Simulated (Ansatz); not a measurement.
BBr3, 4 atoms. Hardware: 2 threads of Intel Xeon Platinum 8488C on a shared host.

Correlated methods freeze 28 core orbitals; core or outer-core shells of Br are correlated, in sets that lack core-valence functions.

(1) How many basis functions does each of these Ansatz runs have, and roughly what does it cost? CCSD(T)/def2-TZVPP, charge 0 singlet, energy, from earlier orbitals; PBE0-D4/def2-SVP, charge 0 singlet, relaxation, 3 steps; PBE-D4/def2-TZVP, charge 0 triplet at the geometry of the charge 0 singlet, energy, from earlier orbitals; PBE-D4/def2-TZVP, charge 1 doublet at the geometry of the charge 0 singlet, energy, from earlier orbitals; r2SCAN-D4/def2-TZVP, charge 0 singlet, energy and forces, from earlier orbitals; MP2/def2-TZVP, charge 0 singlet, energy, from earlier orbitals; LC-ωPBE/def2-TZVP, charge 0 singlet, energy, from earlier orbitals; PBE0-D4/def2-TZVP, charge 0 triplet at the geometry of the charge 0 singlet, energy; ωB97M-V/def2-TZVP, charge 1 doublet at the geometry of the charge 0 singlet, energy, from earlier orbitals; r2SCAN0-D4/def2-TZVP, charge 1 doublet at the geometry of the charge 0 singlet, energy, from earlier orbitals; LDA (SPW92)/def2-TZVP, charge 0 singlet, energy, from earlier orbitals; PBE with 5 % exact exchange/def2-TZVP, charge 0 singlet, energy, from earlier orbitals.

Results:

(1) Other jobs shared the machine, so times can vary by a factor of up to 3. A dash marks memory too small to be measured apart from the calling script's.

```tsv
run	functions	fitting or Cholesky vectors	wall time	peak host memory (GiB)
LDA (SPW92)/def2-TZVP, charge 0 singlet, energy, from earlier orbitals	175	1297	1.5 s	–
PBE-D4/def2-TZVP, charge 1 doublet at the geometry of the charge 0 singlet, energy, from earlier orbitals	175	1297	3.7 s	–
LC-ωPBE/def2-TZVP, charge 0 singlet, energy, from earlier orbitals	175	1297	3.9 s	–
PBE with 5 % exact exchange/def2-TZVP, charge 0 singlet, energy, from earlier orbitals	175	1297	4.1 s	0.56
PBE-D4/def2-TZVP, charge 0 triplet at the geometry of the charge 0 singlet, energy, from earlier orbitals	175	1297	4.3 s	–
MP2/def2-TZVP, charge 0 singlet, energy, from earlier orbitals	175	1189	4.6 s	–
r2SCAN-D4/def2-TZVP, charge 0 singlet, energy and forces, from earlier orbitals	175	1297	5.5 s	–
PBE0-D4/def2-SVP, charge 0 singlet, relaxation, 3 steps	110	1148	8 s	–
PBE0-D4/def2-TZVP, charge 0 triplet at the geometry of the charge 0 singlet, energy	175	1189	11 s	0.76
r2SCAN0-D4/def2-TZVP, charge 1 doublet at the geometry of the charge 0 singlet, energy, from earlier orbitals	175	1189	14 s	0.73
ωB97M-V/def2-TZVP, charge 1 doublet at the geometry of the charge 0 singlet, energy, from earlier orbitals	175	1189	29 s	0.97
CCSD(T)/def2-TZVPP, charge 0 singlet, energy, from earlier orbitals	175	1189	1.7 min	1.8
```
